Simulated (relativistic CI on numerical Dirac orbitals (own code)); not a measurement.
# Sensitivity of the levels of Kr XII to α and to the nuclear radius

Calculated at this level of theory: Dirac-Coulomb-Breit CI, separate exchange-only KLI orbitals for each configuration, derivatives by finite differences, unscaled Slater integrals, QED left out (own radial code, finite nucleus).

Configurations in the expansion (outside the closed core [Ne]): 3s2 3p6 3d7, 3s2 3p5 3d8, 3s2 3p4 3d9, 3s 3p6 3d8, 3s2 3p6 3d6 4s, 3s2 3p6 3d6 4p, 3p6 3d9, 3s2 3p6 3d6 4d. Levels of other configurations are missing.

With x = (α/α₀)² − 1 an excitation energy changes as ω = ω₀ + qx; K = 2q/ω₀ is the relative enhancement. Terms are leading LS components, so labels can repeat. The field-shift factor is F = δν/δ⟨r²⟩ for the transition from the lowest level.

Lowest level 3s2 3p6 3d7 4F_9/2.

```csv
Level,ω₀ (cm⁻¹),q (cm⁻¹),K,F (GHz/fm²)
3s2 3p6 3d7 4F_7/2,7900,8540,2.16,0.0438
3s2 3p6 3d7 4F_5/2,12691,12360,1.95,0.0645
3s2 3p6 3d7 4F_3/2,15684,14410,1.84,0.0758
3s2 3p6 3d7 4P_3/2,39144,-180.6,-0.00923,0.0242
3s2 3p6 3d7 4P_5/2,41468,5052,0.244,0.0698
3s2 3p6 3d7 2G_9/2,43762,4433,0.203,0.0646
3s2 3p6 3d7 4P_1/2,45693,8400,0.368,0.0783
3s2 3p6 3d7 2G_7/2,51080,11950,0.468,0.102
3s2 3p6 3d7 4P_3/2,54125,12010,0.444,0.0876
3s2 3p6 3d7 2D_5/2,59146,9413,0.318,0.0904
3s2 3p6 3d7 2P_1/2,59982,17020,0.567,0.0941
3s2 3p6 3d7 2H_11/2,60844,6176,0.203,0.107
3s2 3p6 3d7 2H_9/2,68447,15230,0.445,0.151
3s2 3p6 3d7 2D_3/2,72321,23860,0.66,0.154
3s2 3p6 3d7 2F_5/2,95320,6392,0.134,0.127
3s2 3p6 3d7 2F_7/2,98792,10960,0.222,0.149
3s2 3p6 3d7 2D_3/2,143163,7924,0.111,0.215
3s2 3p6 3d7 2D_5/2,147722,13180,0.178,0.24
3s2 3p5 3d8 4G°_11/2,905145,13910,0.0307,1.31
3s2 3p5 3d8 4G°_9/2,926766,31750,0.0685,1.27
3s2 3p5 3d8 2F°_7/2,934342,25110,0.0538,1.3
3s2 3p5 3d8 2F°_5/2,941134,22560,0.0479,1.3
3s2 3p5 3d8 4G°_7/2,957923,40680,0.0849,1.27
```

At this charge energies of transitions that change n are usually good to better than 1 %, and those within a shell (Δn = 0) to a few per cent. Terms inside the open d or f shell come out 10 to 20 % too wide with unscaled integrals.
